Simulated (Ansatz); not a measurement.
[CuH2]- (CuH₂⁻). Charge -1, multiplicity 1. Geometry r2SCAN-D4/def2-TZVPD; atoms count from 1.

```xyz
3

Cu    0.000    0.000    0.000
H     0.269    1.531   -0.025
H    -0.269   -1.531    0.025
```

Question: Estimate the Mulliken populations from the PBE0/def2-TZVPD orbitals of Ansatz.

Answer: 
```json
{"atom": "Cu1", "charge (e)": "-1.26", "d electrons": "9.87"}
{"atom": "H2", "charge (e)": "0.13", "d electrons": "–"}
{"atom": "H3", "charge (e)": "0.13", "d electrons": "–"}
```
Mulliken values depend strongly on the basis. With diffuse functions, as here, like atoms can get unlike values, and bond orders can come out too low or too high.
